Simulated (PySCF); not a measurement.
Spin states of CsI

Unrestricted PBE0; basis Cs def2-SVP with ECP46, I def2-SVP with ECP28; scalar-relativistic core potentials; PySCF 2.14. Outer shells of the fragments: Cs 6s1; I 4d10 5s2 5p5.

Followed along the bond (rough minima from three points):

```tsv
2Ms+1	unpaired	⟨S²⟩ at the start	R at minimum (Å)	Te (eV)
1	none	0.00	3.39	0.00
3	σ ↑, π ↑	2.00	none in the scan	≤ 3.57
```

Solutions found at the starting distance of 3.515 Å, counted from the lowest of them; the search is not exhaustive and high or unbound solutions are not listed, so other states can lie among these:

| 2Ms+1 | unpaired | term | E (eV) | ⟨S²⟩ | ⟨Lz²⟩ | μ (D) |
| --- | --- | --- | --- | --- | --- | --- |
| 1 | none | ¹Σ⁺ | 0.00 | 0.00 | 0.00 | -12.51 |
| 3 | σ ↑, π ↑ | ³Π | 3.68 | 2.00 | 1.01 | 1.62 |
| 1 | σ ↓, π ↑ | mixed | 3.70 | 1.00 | 1.01 | 1.88 |
| 3 | σ ↑↑ | ³Σ⁺ | 3.81 | 2.00 | 0.00 | 1.90 |
| 3 | π ↑↑ | mixed | 4.78 | 2.00 | 2.00 | 1.31 |
| 3 | π ↑↑ | mixed | 4.83 | 2.00 | 2.00 | 2.53 |
| 3 | σ ↑, π ↑ | ³Π | 5.02 | 2.00 | 1.00 | 2.89 |

A term symbol is given only where ⟨S²⟩ and ⟨Lz²⟩ are close to those of a pure state; real π, δ and φ orbitals otherwise mix terms. A positive dipole means Cs(−)I(+).

The measured ground state is X ¹Σ+ (Huber and Herzberg, Constants of Diatomic Molecules (1979)).

Spin–orbit coupling is left out. Counting both spins, an empty level lies below a filled one in some of these solutions, because spin and occupation are held.
